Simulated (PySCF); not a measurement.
## Shifts of the heteroatoms

Mapped SMILES: `[O:1]=[C:2]([CH2:3][C:4]([Cl:5])([Cl:6])[Cl:7])[SiH2:8][CH2:9][Cl:10]`. Hydrogens are named by the atom that carries them.

PySCF 2.14.0 with density-fitted response routines calculation with GFN2-xTB geometry and PBE0/pcSseg-1 with gauge-including orbitals; gas phase, fast rotation and ring inversion assumed for equivalent nuclei, one computed conformer, non-relativistic.

**Question.** Predict the 29Si NMR data.

**Answer.** 
| atoms | environment | σ (ppm) | δ (ppm) |
| --- | --- | --- | --- |
| Si8 | silicon bonded to 2 C, 2 H | 403.3 | -51.5 |

Shieldings were converted by a linear fit to measured shifts: 29Si: δ = 279.94 − 0.822σ (rms 8.9 ppm, 72 shifts, 25.8 ppm with the 6 outliers that the fit left out vs TMS, solution or neat liquid). Occasional misses reach two or three times the rms, and more in compound classes unlike the fitted ones.

On a 600 MHz spectrometer 29Si resonates near 119.2 MHz, so 1 ppm is 119.2 Hz.

**Question.** Predict the 17O NMR data.

**Answer.** 
| atoms | environment | σ (ppm) | δ (ppm) |
| --- | --- | --- | --- |
| O1 | carbonyl oxygen | -517.7 | 738.3 |

Shieldings were converted by a linear fit to measured shifts: 17O (scatter 10.7 ppm rms, 12.2 ppm with the 3 outliers that the fit left out vs liquid water, solution or neat liquid). Occasional misses reach two or three times the rms, and more in compound classes unlike the fitted ones.

On a 500 MHz spectrometer 17O resonates near 67.8 MHz, so 1 ppm is 67.8 Hz.
